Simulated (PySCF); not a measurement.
A structure optimised at PBE0-D3(BJ)/def2-SVP, used in a PySCF frequency run:

```xyz
15

C      1.2139    -1.1994     0.0000
C     -0.0755    -0.4147     0.0000
F     -1.1231    -1.3111     0.0000
C     -0.1748     0.6774    -1.0764
C      0.2192     1.7078     0.0000
C     -0.1748     0.6774     1.0764
H      1.2671    -1.8392    -0.8936
H      1.2671    -1.8392     0.8936
H      2.0845    -0.5273     0.0000
H     -1.2252     0.7900    -1.3821
H      0.4547     0.5749    -1.9733
H      1.2992     1.9180     0.0000
H     -0.3176     2.6667     0.0000
H      0.4547     0.5749     1.9733
H     -1.2252     0.7900     1.3821
```

### Question
Write its SMILES, formula and point group.

### Answer
CC1(F)CCC1, C₅H₉F, Cs

### Question
What are its rotational constants (standard atomic weights)?

### Answer
5.2622, 3.1666, 2.9155 GHz
